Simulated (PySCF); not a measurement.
Sn(All)2(OH)2, SMILES [OH][Sn]([CH2]C=C)([OH])[CH2]C=C (C6H12O2Sn), GFN2-xTB optimised geometry.

```
21

C      0.04    -3.40     1.36
C     -0.23    -2.22     1.93
C     -1.28    -1.33     1.48
Sn    -0.40     0.25     0.00
O      1.63     0.25     0.00
O     -0.73    -0.61    -1.81
C     -0.91     2.53     0.00
C     -0.81     3.05    -1.35
C      0.29     3.64    -1.83
H     -0.55    -3.75     0.52
H      0.82    -4.04     1.72
H      0.38    -1.88     2.76
H     -2.03    -1.81     0.87
H     -1.72    -0.73     2.27
H      2.03    -0.51    -0.42
H     -0.12    -0.36    -2.50
H     -1.92     2.57     0.42
H     -0.17     2.93     0.68
H     -1.68     2.94    -1.98
H      0.33     4.03    -2.83
H      1.17     3.75    -1.22
```

Density from PySCF 2.14.0 with CAM-B3LYP/def2-SVP, def2 effective core potentials past Kr at that geometry. The core electrons that the potentials of Sn replace are not part of the density.

Minimum of the electron density along straight lines between bonded atoms, close to the bond critical point (lines longer than 1.1 times the sum of covalent radii, or with two minima, are not listed):

| bond | length / Å | ρ at the minimum / e bohr⁻³ | ∇²ρ there / e bohr⁻⁵ | position (fraction from the first atom) |
|---|---|---|---|---|
| C1–C2 | 1.332 | 0.342 | -0.92 | 0.49 |
| C2–C3 | 1.449 | 0.280 | -0.71 | 0.50 |
| C3–Sn4 | 2.340 | 0.076 | 0.05 | 0.50 |
| Sn4–O5 | 2.034 | 0.096 | 0.48 | 0.51 |
| Sn4–O6 | 2.036 | 0.095 | 0.47 | 0.51 |
| Sn4–C7 | 2.339 | 0.076 | 0.05 | 0.50 |
| C7–C8 | 1.449 | 0.280 | -0.71 | 0.50 |
| C8–C9 | 1.332 | 0.342 | -0.92 | 0.51 |
| C1–H10 | 1.077 | 0.283 | -1.09 | 0.64 |
| C1–H11 | 1.076 | 0.284 | -1.10 | 0.64 |
| C2–H12 | 1.082 | 0.283 | -1.09 | 0.64 |
| C3–H13 | 1.084 | 0.279 | -1.06 | 0.64 |
| C3–H14 | 1.085 | 0.278 | -1.04 | 0.63 |
| O5–H15 | 0.956 | 0.354 | -2.32 | 0.81 |
| O6–H16 | 0.955 | 0.354 | -2.32 | 0.81 |
| C7–H17 | 1.085 | 0.278 | -1.04 | 0.63 |
| C7–H18 | 1.084 | 0.279 | -1.05 | 0.64 |
| C8–H19 | 1.083 | 0.283 | -1.09 | 0.64 |
| C9–H20 | 1.076 | 0.284 | -1.10 | 0.64 |
| C9–H21 | 1.077 | 0.283 | -1.10 | 0.64 |
